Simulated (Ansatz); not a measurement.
ClF₂H₃OSi₂, SMILES `F[SiH](F)O[SiH2]Cl` at its PBE0-D4/def2-TZVP geometry, where that method's forces vanish. Total charge 0; spin multiplicity 1.

```xyz
9

F     1.3513    0.8347   -1.7222
Si   -0.1203    0.2909   -1.5328
F    -0.3572   -0.8215   -2.6259
O    -0.2628   -0.3944   -0.0854
Si    0.0606   -0.4575    1.5096
Cl   -0.0794    1.4199    2.3122
H    -1.0752    1.3830   -1.7301
H     1.4383   -0.9425    1.7237
H    -0.9553   -1.3127    2.1510
```

Question: What forces (eV/Å) does B3LYP-D4/def2-TZVPP give on these atoms in the Gaussian-basis code of Ansatz? (An estimate is asked.)

Answer: Ansatz gave: 
```
F1   0.208  0.085 -0.025
Si2 -0.231  0.193  0.012
F3  -0.038 -0.155 -0.167
O4  -0.026 -0.028  0.005
Si5  0.054 -0.301  0.133
Cl6 -0.014  0.210  0.085
H7   0.066 -0.072  0.012
H8  -0.097  0.022 -0.013
H9   0.077  0.047 -0.042
```

B3LYP here is the variant with VWN-RPA as its local correlation; programs differ in this.
